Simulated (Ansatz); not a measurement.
CdCl₂, singlet, at a GFN2-xTB geometry (such geometries of metal compounds can be far from the true shape) (core potentials on Cd). Base run: Ansatz (a program for electronic structure) with HF/def2-SVP.

Here is a job for Ansatz.
Ansatz 0.2 input:
```yaml
crystal:
  periodic: [false, false, false]
  atoms:
    - {symbol: Cd, position_ang: [-0.39671305, 0.18389913, -0.31449633]}
    - {symbol: Cl, position_ang: [1.79622522, 0.09929264, -0.90545355]}
    - {symbol: Cl, position_ang: [-0.67609427, -0.61853724, 1.79344318]}
basis:
  gaussian:
    orbitals: def2-SVP
hamiltonian:
  xc: hf
```

The base run was repeated with changes; each row names its change, and settings that it needs were set with it.

```tsv
change	basis functions	E (Eh)
base	67	-1085.60762
basis = def2-SV(P)	60	-1085.60579
basis = 3-21G	65	-6354.86847
basis = def2-SVPD	88	-1085.62631
basis = def2-TZVP	114	-1085.96041
basis = def2-TZVPD	132	-1085.96201
basis = def2-TZVPP	140	-1085.96270
basis = def2-QZVP	212	-1085.99263
basis = def2-QZVPP	228	-1085.99301
```

Totals compare only among sets that treat the same electrons; sets with core potentials leave the core out.
